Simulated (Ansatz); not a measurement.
**C3H10BN: where a starting geometry ends**

The starting geometry of this gas-phase singlet was optimised with GFN2-xTB; its bonds are those of `BC(C)(C)N`.

```xyz
15

C    -0.4340    0.5341    0.6402
C    -1.2624    1.8177    0.4298
C     0.0679    0.0552   -0.7356
B    -1.3515   -0.5788    1.3084
N     0.7665    0.9403    1.3969
H    -2.2939   -0.9625    0.7359
H    -1.0979   -1.0134    2.3647
H    -0.6223    2.5884    0.0066
H    -2.0953    1.6325   -0.2422
H    -1.6557    2.1787    1.3782
H     0.6487   -0.8595   -0.6320
H    -0.7659   -0.1386   -1.4039
H     0.7070    0.8209   -1.1698
H     1.3646    0.1350    1.5507
H     0.4958    1.2923    2.3093
```

Task: Predict what becomes of its bonds when it is optimised with B3LYP/def2-SVP.

Result: A new bond forms, giving a structure given below by its coordinates. Contacts that close: B4–N5 (2.61 → 1.63 Å).

The energy falls by 0.92 eV over 29 steps:

```tsv
step	E − E(last) (eV)
1	0.923
4	0.834
7	0.822
10	0.814
13	0.809
17	0.681
20	0.441
23	0.107
26	0.001
29	0.000
```

Final geometry (Å):

```xyz
15

C    -0.6307    0.5446    0.4366
C    -1.2265    1.9390    0.4399
C    -0.0194    0.1388   -0.8904
B    -1.0611   -0.5364    1.5095
N     0.3209    0.3244    1.5987
H    -0.8617   -1.7078    1.2758
H    -1.8554   -0.2264    2.3693
H    -0.5060    2.7104    0.1062
H    -2.0867    1.9712   -0.2479
H    -1.6054    2.2185    1.4355
H     0.4535   -0.8543   -0.8352
H    -0.8118    0.0716   -1.6530
H     0.7301    0.8678   -1.2541
H     1.2165   -0.1071    1.3819
H     0.4153    1.0879    2.2645
```

The end wasn't checked by frequencies. Run with Ansatz 0.2.0, 49 s on 2 threads of Intel(R) Xeon(R) 6975P-C (Granite Rapids), with other jobs on the host.
